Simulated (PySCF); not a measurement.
**How methods differ on the excitation energy of As**

As [Ar] 3d10 4s2 4p3 (4S) → As [Ar] 3d10 4s1 4p3 5s1 (6S), as a difference of total energies. All numbers are calculated (PySCF 2.14, scalar relativity through the core potential, in aug-cc-pwCVTZ-PP with ECP10MDF (8s7p6d4f1g, 96 functions)). Correlated levels: valence: 3s2 3p6 3d10 frozen; valence and next inner shell: nothing frozen outside the core potential. The calculations carry no spin-orbit coupling.

```
                                method  excitation energy (cm⁻¹)
                                   UHF                     88883
                                   LDA                    110800
                                   PBE                    108530
                                  PBE0                    106130
                                r2SCAN                    105440
                                B2PLYP                    107220
                               wB97X-V                    108550
                                PBEsol                    107960
                         MP2 (valence)                     99182
                     SCS-MP2 (valence)                    102660
    MP2 (valence and next inner shell)                    104060
SCS-MP2 (valence and next inner shell)                    106520
```

The upper state lies above the first ionisation limit, but in LS coupling its spin forbids autoionisation to the ground ion. A Rydberg-like electron needs more diffuse functions than a valence basis has.

The promoted electron is Rydberg-like, and one or two diffuse shells describe it only roughly, which tends to raise the upper state.
